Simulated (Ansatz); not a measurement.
Job for Ansatz (an electronic-structure program): R-PBE/def2-TZVPP on CH7PSi (SMILES C[SiH2]P), a point of a torsion scan.

Ansatz 0.2 input:
```yaml
crystal:
  periodic: [false, false, false]
  atoms:
    - {symbol: C, position_ang: [-1.25241480, 0.64294143, -0.11415589]}
    - {symbol: Si, position_ang: [-0.06021336, -0.82090092, 0.08607135]}
    - {symbol: P, position_ang: [2.01910767, 0.02312665, 0.16892457]}
    - {symbol: H, position_ang: [-2.28560994, 0.31144305, -0.09671991]}
    - {symbol: H, position_ang: [-1.11890371, 1.36274809, 0.68871140]}
    - {symbol: H, position_ang: [-1.08667082, 1.16551322, -1.05256396]}
    - {symbol: H, position_ang: [-0.29272908, -1.51479739, 1.35835759]}
    - {symbol: H, position_ang: [-0.24507360, -1.78176877, -1.01107028]}
    - {symbol: H, position_ang: [2.63808908, -1.20536681, 0.30867294]}
    - {symbol: H, position_ang: [2.21706301, 0.03445525, -1.19973895]}
basis:
  gaussian:
    orbitals: def2-TZVPP
hamiltonian:
  xc: {name: PBE}
scf: {lower_state_search: off}
```

The head of its log:

```
WARN ansatz: RAYON_NUM_THREADS=1 ignored (pool sized by the plan → 1); use --threads N
Functional definition: PBE
these checks for a lower state are left out or cut short: stability, starts, cluster_reference, orbital_swaps, neighbouring_geometries, increment
integrals: 0.13 GiB planned
1168 factors; their error is unknown
mean field: 0.87 GiB planned
mean field evaluation 1: about -18299.5289 eV, gradient 6.2e1 eV
mean field evaluation 2: about -18287.8692 eV, gradient 8.2e1 eV
```

Question: What total energy does the run end on?

Answer: -672.8247 hartree.
